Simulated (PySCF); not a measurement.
Run record: geometry optimisation, `C[Si](C)(C)I` (trimethylsilane iodide).

Computed with PBE0-D3(BJ)/def2-SVP geometry optimisation, gas phase, def2 core potentials past Kr (PySCF 2.14.0). Start geometry: GFN2-xTB. A driver script takes a list of jobs; this job's settings line and coordinates (Å) are shown.

Input:
```
{"job": {"xc": "PBE0", "basis": "def2-SVP", "d3": "d3bj", "grid": 1, "maxiter": 30, "shake": 0.01, "kind": "geom"}, "charge": 0, "multiplicity": 1}
C     -0.208390     1.787930     0.033800
Si     0.115560    -0.030910     0.326910
C      1.471710    -0.693930    -0.809210
C     -1.420220    -1.078550     0.243980
I      0.976530    -0.219050     2.659350
H     -0.612140     1.989740    -0.975940
H     -0.956760     2.189790     0.732100
H      0.687810     2.413820     0.143490
H      2.404530    -0.110800    -0.668080
H      1.722140    -1.729110    -0.556970
H      1.190200    -0.648680    -1.836660
H     -1.887320    -1.055900    -0.738750
H     -1.272180    -2.108350     0.481800
H     -2.218630    -0.721080     0.956430
```

Output:
```
step   0  E = -706.58473374  max force = 0.028866
step   1  E = -706.58750569  max force = 0.013511
step   2  E = -706.58826770  max force = 0.002613
step   3  E = -706.58842107  max force = 0.001237
step   4  E = -706.58847574  max force = 0.000998
step   5  E = -706.58850698  max force = 0.000939
step   6  E = -706.58852580  max force = 0.000398
step   7  E = -706.58854174  max force = 0.000474
step   8  E = -706.58855277  max force = 0.000824
step   9  E = -706.58855638  max force = 0.000568
step  10  E = -706.58855703  max force = 0.000156
optimisation converged
```

Energies in Eh; «max force» is the largest Cartesian gradient component in Eh/bohr.

Question: Give the first gradient maximum in eV/Å.

Answer: With 1 Eh/bohr = 51.422 eV/Å, 1.484 eV/Å.

Main results: final energy -706.58856 Eh after 10 steps; dipole 2.67 D.

Question: Where do the atoms end?

Answer: 0.041 Å rms from the input after alignment:
```
atom  x, y, z in Å
C1     0.2549    1.7564   -0.2788
Si2    0.1761   -0.0125    0.3284
C3     1.0807   -1.1795   -0.8224
C4    -1.5897   -0.5619    0.6221
I5     1.3422   -0.0895    2.5190
H6    -0.2588    1.8438   -1.2507
H7    -0.2332    2.4383    0.4335
H8     1.2977    2.0829   -0.4073
H9     2.1287   -0.8707   -0.9529
H10    1.0717   -2.2069   -0.4288
H11    0.5944   -1.1830   -1.8122
H12   -2.1523   -0.5410   -0.3261
H13   -1.6217   -1.5866    1.0214
H14   -2.0940    0.1026    1.3396
```

Question: Estimate the wall time. Hardware: one thread of an Arm Neoverse V1, shared host with 32 logical CPUs at a one-minute load of 19. And the peak memory of the process?

Answer: About 97 s, with 0.58 GiB resident at the peak, the Python interpreter and its libraries included.
Labels such as C1 count atoms from 1, the log's own numbers from 0.
